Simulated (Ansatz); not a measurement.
Cost and result for the atomization energy of C$_{2}$H$_{5}$AlF$_{2}$ (`[CH3][AlH][CH](F)F`) (10 atoms, 9 bonds).

```
atom   x (Å)   y (Å)   z (Å)
  C1  -1.654   0.276  -0.297
 Al2   0.245   0.400  -0.681
  C3   1.532  -0.459   0.615
  F4   1.333   0.082   1.870
  F5   1.230  -1.804   0.715
  H6  -2.102   1.271  -0.213
  H7  -1.855  -0.266   0.630
  H8  -2.183  -0.234  -1.109
  H9   0.845   1.136  -1.954
 H10   2.610  -0.403   0.426
```

Total charge 0; spin multiplicity 1. The structure was optimised at the PBE0-D4/def2-TZVP level. It is one conformer, not always the lowest. Program: Ansatz. All runs use 4 threads of an Arm Neoverse V1 on a shared host. Times are those of one run each, without the atoms' runs, and a repeat can differ threefold. Electronic energies, without spin–orbit coupling; frozen cores. CCSD(T)/CBS adds CCSD(T) − MP2 in def2-TZVPP to the MP2 limit, and its time is that of the two runs behind it. T1 = 0.012.

CCSD(T)/CBS is a level of theory with its own doubt, some kJ/mol a heavy atom from the limit and from the frozen cores, so smaller differences don't rank the functionals.

```
                             level  functions  wall time
              revPBE-D4/def2-TZVPP        236      1.8 s
                BLYP-D4/def2-TZVPP        236      1.8 s
               BHLYP-D4/def2-TZVPP        236      2.7 s
           CAM-B3LYP-D4/def2-TZVPP        236        3 s
                  CCSD(T)/def2-SVP         99      4.3 s
r2SCAN-D4/def2-TZVPP (with forces)        236      4.4 s
             r2SCANh-D4/def2-TZVPP        236      4.6 s
                ωB97X-V/def2-TZVPP        236        7 s
                 B97M-V/def2-TZVPP        236        8 s
  ωB97M-V/def2-TZVPP (with forces)        236       10 s
                    MP2/def2-QZVPP        448       18 s
                CCSD(T)/def2-TZVPP        236    2.2 min
                 CCSD(T)/CBS(def2)          –    2.4 min
```

(1) What atomization energy does each give, and how far from CCSD(T)/CBS? (Best estimate.)

## Answers

(1) Computed: 
```csv
level,atomization (kcal/mol),difference from CCSD(T)/CBS,per bond
revPBE-D4/def2-TZVPP,829.8,-5.4,-0.6
BLYP-D4/def2-TZVPP,834.5,-0.7,-0.1
BHLYP-D4/def2-TZVPP,805.6,-29.6,-3.3
CAM-B3LYP-D4/def2-TZVPP,840.2,5.0,0.6
CCSD(T)/def2-SVP,791.7,-43.5,-4.8
r2SCAN-D4/def2-TZVPP (with forces),838.5,3.3,0.4
r2SCANh-D4/def2-TZVPP,831.7,-3.5,-0.4
ωB97X-V/def2-TZVPP,838.1,2.9,0.3
B97M-V/def2-TZVPP,838.7,3.5,0.4
ωB97M-V/def2-TZVPP (with forces),837.9,2.7,0.3
MP2/def2-QZVPP,842.8,7.6,0.9
CCSD(T)/def2-TZVPP,813.5,-21.7,-2.4
CCSD(T)/CBS(def2),835.2,0.0,0.0
```

From BLYP to BHLYP (50 % exact exchange), in def2-TZVPP and without D4, the atomization energy moves by −25.4 kcal/mol: exact exchange takes away binding that semilocal exchange gives to molecules. At CCSD(T), def2-SVP lies −43.4 kcal/mol from the extrapolated value and def2-TZVPP −21.7 kcal/mol: correlation converges slowly with the basis, and small sets miss more of it in the bonded molecule than in its fragments. In def2-TZVPP, CCSD(T) changes the Hartree–Fock value by +206.5 kcal/mol (the triples alone add +12.2 kcal/mol) and MP2 by +223.0 kcal/mol; breaking electron pairs costs correlation energy, which Hartree–Fock lacks.
